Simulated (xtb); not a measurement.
C2F3O, doublet, from a rough starting geometry; GFN2-xTB run with xtb 6.7.1.

The xtb input:
```
$ xtb mol.xyz --gfn 2 --uhf 1 --opt vtight --json

# file mol.xyz
6

O      2.01999470    -0.01664404    -0.04712763
C      0.96500439    -0.45887518     0.26874302
C     -0.43658958     0.00651906    -0.00320013
F     -0.51158063     1.23234125    -0.60385734
F     -1.08383642     0.15986876     1.09534656
F     -1.08843680    -0.88152175    -0.74503901
```

Output, abridged:

```
   ID    Z sym.   atoms
    1    8 O      1
    2    6 C      2, 3
    3    9 F      4-6

           -------------------------------------------------
          |                Calculation Setup                |
           -------------------------------------------------

           -------------------------------------------------
          |                 G F N 2 - x T B                 |
           -------------------------------------------------

          ...................................................
          :                      SETUP                      :
          :.................................................:
          :  # basis functions                  24          :
          :  # atomic orbitals                  24          :
          :  # shells                           12          :
          :  # electrons                        35          :
          :  max. iterations                   250          :
          :  Hamiltonian                  GFN2-xTB          :
          :  restarted?                      false          :
          :  GBSA solvation                  false          :
          :  PC potential                    false          :
          :  electronic temp.          300.0000000     K    :
          :  accuracy                    1.0000000          :
          :  -> integral cutoff          0.2500000E+02      :
          :  -> integral neglect         0.1000000E-07      :
          :  -> SCF convergence          0.1000000E-05 Eh   :
          :  -> wf. convergence          0.1000000E-03 e    :
          :  Broyden damping             0.4000000          :
          :  net charge                          0          :
          :  unpaired electrons                  1          :
          ...................................................

 iter      E             dE          RMSdq      gap      omega  full diag
   1    -22.4938172 -0.224938E+02  0.606E+00    1.35       0.0  T
   2    -22.5247569 -0.309396E-01  0.338E+00    1.40       1.0  T
   3    -22.5255601 -0.803237E-03  0.138E+00    1.30       1.0  T
   4    -22.5266403 -0.108017E-02  0.184E-01    1.30       1.0  T
   5    -22.5266587 -0.184553E-04  0.972E-02    1.30       1.0  T
   6    -22.5266915 -0.327925E-04  0.249E-02    1.31       1.6  T
   7    -22.5266915  0.664035E-08  0.100E-02    1.31       4.1  T
   8    -22.5266920 -0.491187E-06  0.125E-03    1.31      32.7  T
   9    -22.5266920 -0.331776E-08  0.168E-04    1.31     242.7  T
  10    -22.5266920 -0.404157E-10  0.438E-05    1.31     931.2  T

   *** convergence criteria satisfied after 10 iterations ***

         :::::::::::::::::::::::::::::::::::::::::::::::::::::
         ::                     SUMMARY                     ::
         :::::::::::::::::::::::::::::::::::::::::::::::::::::
         :: total energy             -22.429409582295 Eh    ::
         :: gradient norm              0.063029349731 Eh/a0 ::
         :: HOMO-LUMO gap              1.306045317306 eV    ::
         ::.................................................::
         :: SCC energy               -22.526691712033 Eh    ::
         :: -> isotropic ES            0.048320494364 Eh    ::
         :: -> anisotropic ES          0.004663236602 Eh    ::
         :: -> anisotropic XC         -0.020812004942 Eh    ::
         :: -> dispersion             -0.002618308076 Eh    ::
         :: repulsion energy           0.097282129738 Eh    ::
         :: add. restraining           0.000000000000 Eh    ::
         :: total charge               0.000000000000 e     ::
         :::::::::::::::::::::::::::::::::::::::::::::::::::::

      -----------------------------------------------------------
     |                   =====================                   |
     |                        A N C O P T                        |
     |                   =====================                   |
     |               Approximate Normal Coordinate               |
[...]
 * total energy  :   -22.4294096 Eh     change       -0.1779910E-11 Eh
 * total energy  :   -22.4318987 Eh     change       -0.2489100E-02 Eh
 * total energy  :   -22.4325226 Eh     change       -0.6239432E-03 Eh
 * total energy  :   -22.4326180 Eh     change       -0.9540893E-04 Eh
 * total energy  :   -22.4326610 Eh     change       -0.4292375E-04 Eh
 * total energy  :   -22.4326678 Eh     change       -0.6808324E-05 Eh
 * total energy  :   -22.4326692 Eh     change       -0.1427953E-05 Eh
 * total energy  :   -22.4326696 Eh     change       -0.3630066E-06 Eh
 * total energy  :   -22.4326696 Eh     change       -0.6831928E-07 Eh
   *** GEOMETRY OPTIMIZATION CONVERGED AFTER 9 ITERATIONS ***
         :: total energy             -22.432669625793 Eh    ::
[...]
      -------------------------------------------------------------
         1        2.0000           -0.9191813             -25.0122
       ...           ...                  ...                  ...
         6        2.0000           -0.6858026             -18.6616
         7        2.0000           -0.6634083             -18.0523
         8        2.0000           -0.6617983             -18.0084
         9        2.0000           -0.6537718             -17.7900
        10        2.0000           -0.6271412             -17.0654
        11        2.0000           -0.6119064             -16.6508
        12        2.0000           -0.5833082             -15.8726
        13        2.0000           -0.5821169             -15.8402
        14        2.0000           -0.5713283             -15.5466
        15        2.0000           -0.5695869             -15.4992
        16        2.0000           -0.5691866             -15.4884
        17        2.0000           -0.5459857             -14.8570
        18        1.0000           -0.3963932             -10.7864 (HOMO)
        19                         -0.3442233              -9.3668 (LUMO)
        20                          0.0058245               0.1585
        21                          0.0393232               1.0700
        22                          0.0735703               2.0020
        23                          0.0945346               2.5724
        24                          0.6282869              17.0966
      -------------------------------------------------------------
                  HL-Gap            0.0521699 Eh            1.4196 eV
             Fermi-level           -0.4207488 Eh          -11.4492 eV

     #   Z          covCN         q      C6AA      α(0)
     1   8 O        0.856    -0.117    16.772     5.491
     2   6 C        1.833     0.137    27.805     8.519
     3   6 C        3.326     0.490    17.368     6.621
     4   9 F        0.790    -0.173    10.956     3.910
     5   9 F        0.791    -0.169    10.920     3.903
     6   9 F        0.791    -0.168    10.913     3.902

 Mol. C6AA /au·bohr⁶  :        541.658338
 Mol. C8AA /au·bohr⁸  :      11954.557049
 Mol. α(0) /au        :         32.346565

Wiberg/Mayer (AO) data.
largest (>0.10) Wiberg bond orders for each atom

 ---------------------------------------------------------------------------
     #   Z sym  total        # sym  WBO       # sym  WBO       # sym  WBO
 ---------------------------------------------------------------------------
     1   8 O    2.394 --     2 C    2.301
     2   6 C    3.325 --     1 O    2.301     3 C    0.911
     3   6 C    3.851 --     5 F    0.970     6 F    0.969     4 F    0.956
                             2 C    0.911
     4   9 F    1.115 --     3 C    0.956
     5   9 F    1.112 --     3 C    0.970
     6   9 F    1.114 --     3 C    0.969
 ---------------------------------------------------------------------------

Topologies differ in total number of bonds
Writing topology from bond orders to xtbtopo.mol

molecular dipole:
                 x           y           z       tot (Debye)
 q only:        0.259      -0.271       0.168
   full:        0.266      -0.188       0.116       0.878
molecular quadrupole (traceless):
                xx          xy          yy          xz          yz          zz
 q only:       -1.179      -0.513       0.665       0.400      -0.146       0.514
  q+dip:       -0.830      -0.711       0.471       0.543      -0.089       0.359
   full:       -1.814      -0.746       0.711       0.631       0.462       1.103

optimized geometry written to: xtbopt.xyz

           -------------------------------------------------
          | TOTAL ENERGY              -22.432669625793 Eh   |
          | GRADIENT NORM               0.000043499661 Eh/α |
          | HOMO-LUMO GAP               1.419615178142 eV   |
           -------------------------------------------------

normal termination of xtb
```
